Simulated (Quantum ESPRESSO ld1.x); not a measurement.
Problem. All-electron atom: Ca4+ in [He] 2s2 2p4 3s2 3p4 4p2 (not the ground configuration). Calculated with ld1.x of Quantum ESPRESSO 7.5: non-relativistic Kohn-Sham, PW86 exchange with PBE correlation, spin-unpolarised, spherical densities, point nucleus. Some entries of the table are withheld. Estimate them.

| orbital | occ. | eigenvalue (eV) | r(max) (bohr) |
|---|---|---|---|
| 1s | 2 | -4119.65 | 0.051 |
| 2s | 2 | -550.870 | 0.295 |
| 2p | 4 | -482.375 | (1) |
| 3s | 2 | -124.420 | 0.898 |
| 3p | 4 | -104.170 | 0.898 |
| 3d | 0 | -72.7854 | 0.809 |
| 4s | 0 | -42.7984 | (2) |
| 4p | 2 | -36.7163 | 2.33 |
| 4f | 0 | -20.0733 | (3) |
| 5p | 0 | -18.0297 | 4.63 |

Solution. 
(1) 2p r(max) (bohr): 0.240
(2) 4s r(max) (bohr): 2.18
(3) 4f r(max) (bohr): 2.62
